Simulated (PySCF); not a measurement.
I2Sn, charge -1, multiplicity 2. Atoms are numbered in the order given.

```xyz
3

Sn     0.0000     0.0000     1.2698
I      0.0000     2.2772    -0.5990
I      0.0000    -2.2772    -0.5990
```
Charge -1, spin multiplicity 2.

Coordinates come from a B3LYP-D3(BJ)/def2-SVPD optimisation. The spin state was assumed, not searched. The isomer is the one that the SMILES or the coordinates give; other isomers of the formula were not compared. The def2 effective core potentials stand for the cores of I, Sn; spin–orbit coupling is left out.

All values below come from B3LYP/def2-TZVPD in PySCF.

Mulliken values depend strongly on the basis, most of all with diffuse functions as here. ESP charges are fitted to the potential on shells at 1.4 to 2.0 van der Waals radii. Atomic charges (e):

```
atom  Mulliken  ESP fit  Mulliken spin
----  --------  -------  -------------
Sn1      -0.01      [?]           1.00
I2       -0.49      [?]           0.00
I3       -0.49      [?]           0.00
```

**Question.** Fill in the missing entries. (Estimate from the structure and the level; the computed values follow.)

**Answer.** 
- Sn1, ESP fit: -0.11
- I2, ESP fit: -0.44
- I3, ESP fit: -0.44
